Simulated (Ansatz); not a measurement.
Consider the cleavage of the Ge–In bond: `[F][In]([Cl])[GeH3]` + `C[SiH2]O` → `C[SiH2][O][GeH3]` + `[F][InH][Cl]`.

Isolated molecules relaxed with PBE0-D4/def2-TZVP in Ansatz; ΔE leaves out vibrations. CCSD(T)/CBS adds triple-zeta CCSD(T) − MP2 to the extrapolated MP2 energy (def2 sets, frozen cores). This one scheme is used for every species. Functionals use def2-TZVPP. B3LYP here is the variant with VWN-RPA as its local correlation; programs differ in this. HSE06 is defined as in plane-wave codes. Elements past krypton have def2 core potentials. For Ge, In outer-core shells are correlated without core-valence functions, which leaves a few kJ/mol of doubt a bond. Scalar relativity is left out up to krypton. One conformer a species, not always the lowest.

```csv
level,ΔE (kcal/mol),difference from CCSD(T)/CBS
LDA (SPW92),10.2,2.7
PBE-D4,10.1,2.6
revPBE-D4,8.7,1.2
BLYP-D4,7.9,0.4
r2SCAN-D4,7.4,-0.1
B97M-V,3.1,-4.4
PBE0-D4,8.9,1.4
B3LYP-D4,7.3,-0.2
r2SCANh-D4,7.4,-0.1
HSE06-D4,9.0,1.5
BHLYP-D4,5.7,-1.8
CAM-B3LYP-D4,5.5,-2.0
ωB97X-V,5.3,-2.2
ωB97M-V,6.5,-1.0
B2PLYP,6.8,-0.7
PBE-QIDH,7.1,-0.4
PBE,10.6,3.1
revPBE,10.6,3.1
BLYP,9.1,1.6
r2SCAN,7.5,0.0
PBE0,9.4,1.9
B3LYP,8.1,0.6
r2SCAN0,7.6,0.1
HSE06,9.5,2.0
CAM-B3LYP,5.9,-1.6
LC-ωPBE,6.0,-1.5
RPA@PBE/def2-TZVPP,4.3,-3.2
HF/def2-SVP,2.7,-4.8
MP2/def2-SVP,4.4,-3.1
CCSD/def2-SVP,4.9,-2.6
CCSD(T)/def2-SVP,5.1,-2.4
HF/def2-TZVPP,1.8,-5.7
SCS-MP2/def2-TZVPP,4.6,-2.9
CCSD/def2-TZVPP,5.4,-2.1
CCSD(T)/def2-TZVPP,5.5,-2.0
HF/def2-QZVPP,1.3,-6.2
MP2/def2-QZVPP,7.4,-0.1
SCS-MP2/def2-QZVPP,5.4,-2.1
MP2/CBS(def2),8.4,0.9
CCSD/CBS(def2),7.3,-0.2
CCSD(T)/CBS,7.5,0
```

Largest T1 diagnostic among the species: 0.015.

At CCSD(T), def2-SVP lies −2.4 kcal/mol from the extrapolated value and def2-TZVPP −2.0 kcal/mol. The D4 term adds −0.9 kcal/mol with B3LYP and −0.5 kcal/mol with PBE0; it sums over pairs of atoms, weighted by their polarisabilities, and B3LYP, whose exchange is more repulsive, gets the larger term.
